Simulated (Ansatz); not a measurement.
Computed with Ansatz on PBE0-D4/def2-TZVP structures; ΔE is electronic, products minus reactants. CBS: MP2 limit from def2 TZ/QZ plus the TZ coupled-cluster correction, frozen cores. DFT in def2-TZVPP. Elements past krypton have def2 core potentials. For Sn outer-core shells are correlated without core-valence functions, which leaves a few kJ/mol of doubt a bond. Each species was taken in one conformer, which may not be the lowest.

Consider the substitution at a C–S bond: `CC[S][SnH3]` + `[OH][SnH3]` → `CC[O][SnH3]` + `[SH][SnH3]`.

CCSD(T)/CBS gives +7.8 kcal/mol.

Q: Another level gave +6.6 kcal/mol. Which?
A. HF/def2-TZVPP
B. MP2/def2-TZVPP
C. PBE-D4/def2-TZVPP
D. CCSD(T)/def2-TZVPP

A: D. CCSD(T)/def2-TZVPP 6.6, PBE-D4 7.6, HF/def2-TZVPP 3.2, MP2/def2-TZVPP 8.6 kcal/mol.

Largest T1 diagnostic among the species: 0.014.

The D4 term adds +1.4 kcal/mol with B3LYP and +0.8 kcal/mol with PBE0; it sums over pairs of atoms, weighted by their polarisabilities, and B3LYP, whose exchange is more repulsive, gets the larger term. In def2-TZVPP, CCSD(T) changes the Hartree–Fock value by +3.5 kcal/mol (the triples alone add +0.6 kcal/mol) and MP2 by +5.5 kcal/mol.

B3LYP here is the variant with VWN-RPA as its local correlation; programs differ in this.
